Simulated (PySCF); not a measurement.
SnHFCl2, SMILES [F][SnH]([Cl])[Cl]. Geometry optimised at PBE0-D3(BJ)/def2-SVP. The def2 effective core potentials stand for the cores of Sn; spin–orbit coupling is left out.

Task: Give the equilibrium geometry at PBE0-D3(BJ)/def2-SVP (PySCF confirms it by a frequency run) as bond lengths and angles, and its point group. (The exact figures need the calculation; the answer reports its results.)

Result: point group Cs.
Atoms: Sn1 F2 Cl3 Cl4 H5. Bond lengths (Å): Sn1–F2 1.924, Sn1–Cl3 2.321, Sn1–Cl4 2.321, Sn1–H5 1.697. Angles (°): F2–Sn1–Cl3 105.9, F2–Sn1–Cl4 105.9, F2–Sn1–H5 109.4, Cl3–Sn1–Cl4 108.5, Cl3–Sn1–H5 113.3, Cl4–Sn1–H5 113.3.
